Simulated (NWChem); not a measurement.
## Total energies of hydronium (H₃O (+1))

```xyz
4

O      0.0000     0.0774     0.0000
H     -0.4720    -0.2067     0.8177
H     -0.4720    -0.2067    -0.8177
H      0.9443    -0.2062     0.0000
```
Charge +1, spin multiplicity 1.

Program: NWChem. Structure: optimised with B3LYP/def2-SVP, a minimum by its harmonic frequencies.

Basis set: 6-311G** (36 functions).

```tsv
method	total energy (Ha)
RHF	-76.32992
MP2	-76.54826
B2PLYP	-76.66457
PBE	-76.64341
B3LYP	-76.72974
CAM-B3LYP	-76.70013
CCSD(T)	-76.56213
```

Total energies of different functionals aren't comparable as a measure of quality: only differences taken within one method are. 

The correlated methods keep 1 core orbital frozen. B3LYP has NWChem's definition, with VWN1-RPA local correlation. The Pople sets run with spherical d functions. Coupled-cluster values serve here as a point of comparison, not as the truth.
